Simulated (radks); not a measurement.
The sulfur anion S-, [Ne] 3s2 3p5, held by a Watson sphere: a shell of charge +1 at radius R that stands for the Madelung well of a crystal (potential energy -1/R inside, -1/r outside, in hartree with lengths in bohr). Calculated with a radial shooting solver on a logarithmic mesh with Libxc functionals: scalar-relativistic Kohn-Sham, LB94 model potential, spin-polarised, spherical densities, point nucleus; open shells are filled with parallel spins first. Response by self-consistent Sternheimer equations with the Hartree and adiabatic LDA kernel, the relativistic mass of each level held fixed and spin-orbit coupling left out. The sphere does not respond.

[
 {"R (bohr)": "2.58", "e(3s down) (eV)": "-20.937", "e(3p up) (eV)": "-11.466", "e(3p down) (eV)": "-11.109", "<r> 3p (bohr)": "2.139", "sum of <r^2> (bohr^2)": "36.58", "X-ray form factor at sin(theta)/lambda = 0.2 1/angstrom": "11.235", "alpha (bohr^3)": "26.39"},
 {"R (bohr)": "2.98", "e(3s down) (eV)": "-20.240", "e(3p up) (eV)": "-10.824", "e(3p down) (eV)": "-10.479", "<r> 3p (bohr)": "2.180", "sum of <r^2> (bohr^2)": "37.86", "X-ray form factor at sin(theta)/lambda = 0.2 1/angstrom": "11.195", "alpha (bohr^3)": "29.69"},
 {"R (bohr)": "3.26", "e(3s down) (eV)": "-19.795", "e(3p up) (eV)": "-10.397", "e(3p down) (eV)": "-10.056", "<r> 3p (bohr)": "2.203", "sum of <r^2> (bohr^2)": "38.60", "X-ray form factor at sin(theta)/lambda = 0.2 1/angstrom": "11.179", "alpha (bohr^3)": "31.98"},
 {"R (bohr)": "3.39", "e(3s down) (eV)": "-19.599", "e(3p up) (eV)": "-10.206", "e(3p down) (eV)": "-9.867", "<r> 3p (bohr)": "2.212", "sum of <r^2> (bohr^2)": "38.90", "X-ray form factor at sin(theta)/lambda = 0.2 1/angstrom": "11.174", "alpha (bohr^3)": "33.01"},
 {"R (bohr)": "4.08", "e(3s down) (eV)": "-18.673", "e(3p up) (eV)": "-9.286", "e(3p down) (eV)": "-8.954", "<r> 3p (bohr)": "2.248", "sum of <r^2> (bohr^2)": "40.15", "X-ray form factor at sin(theta)/lambda = 0.2 1/angstrom": "11.161", "alpha (bohr^3)": "38.07"},
 {"R (bohr)": "4.46", "e(3s down) (eV)": "-18.236", "e(3p up) (eV)": "-8.847", "e(3p down) (eV)": "-8.517", "<r> 3p (bohr)": "2.261", "sum of <r^2> (bohr^2)": "40.63", "X-ray form factor at sin(theta)/lambda = 0.2 1/angstrom": "11.159", "alpha (bohr^3)": "40.44"}
]
